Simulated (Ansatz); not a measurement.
`F[SiH2][InH2]` + `CC(=O)OC(C)=O` → `C[C](=O)[InH2]` + `CC(=O)O[SiH2]F`  (formal exchange of groups at the In–Si bond)

Computed with Ansatz on PBE0-D4/def2-TZVP structures; ΔE is electronic, products minus reactants. CBS: MP2 limit from def2 TZ/QZ plus the TZ coupled-cluster correction, frozen cores. Functionals use def2-TZVPP. B3LYP here is the variant with VWN-RPA as its local correlation; programs differ in this. HSE06 is defined as in plane-wave codes. def2 core potentials past Kr. For In outer-core shells are correlated without core-valence functions, which leaves a few kJ/mol of doubt a bond. Each species was taken in one conformer, which may not be the lowest.

```csv
level,ΔE (kcal/mol),difference from CCSD(T)/CBS
LDA (SPW92),-14.4,6.0
PBE-D4,-15.3,5.1
revPBE-D4,-15.6,4.8
r2SCAN-D4,-17.4,3.0
B97M-V,-17.4,3.0
PBE0-D4,-15.1,5.3
B3LYP-D4,-18.2,2.2
r2SCANh-D4,-17.2,3.2
r2SCAN0-D4,-16.9,3.5
HSE06-D4,-15.2,5.2
BHLYP-D4,-18.4,2.0
CAM-B3LYP-D4,-18.0,2.4
ωB97X-V,-16.7,3.7
B2PLYP,-19.2,1.2
PBE,-15.0,5.4
revPBE,-14.9,5.5
BLYP,-17.9,2.5
r2SCAN,-17.4,3.0
PBE0,-14.9,5.5
B3LYP,-17.6,2.8
r2SCANh,-17.2,3.2
r2SCAN0,-16.9,3.5
HSE06,-15.0,5.4
BHLYP,-18.1,2.3
CAM-B3LYP,-17.8,2.6
LC-ωPBE,-15.6,4.8
HF/def2-SVP,-10.7,9.7
MP2/def2-SVP,-13.8,6.6
CCSD/def2-SVP,-12.4,8.0
CCSD(T)/def2-SVP,-12.5,7.9
HF/def2-TZVPP,-17.9,2.5
MP2/def2-TZVPP,-20.7,-0.3
SCS-MP2/def2-TZVPP,-20.6,-0.2
CCSD(T)/def2-TZVPP,-19.7,0.7
HF/def2-QZVPP,-18.4,2.0
MP2/def2-QZVPP,-21.3,-0.9
SCS-MP2/def2-QZVPP,-21.1,-0.7
HF/CBS(def2),-18.4,2.0
MP2/CBS(def2),-21.4,-1.0
CCSD/CBS(def2),-20.1,0.3
CCSD(T)/CBS,-20.4,0
```

Largest T1 diagnostic among the species: 0.018.

In def2-TZVPP, CCSD(T) changes the Hartree–Fock value by −1.8 kcal/mol (the triples alone add −0.3 kcal/mol) and MP2 by −2.8 kcal/mol. At CCSD(T), def2-SVP lies +7.9 kcal/mol from the extrapolated value and def2-TZVPP +0.7 kcal/mol.
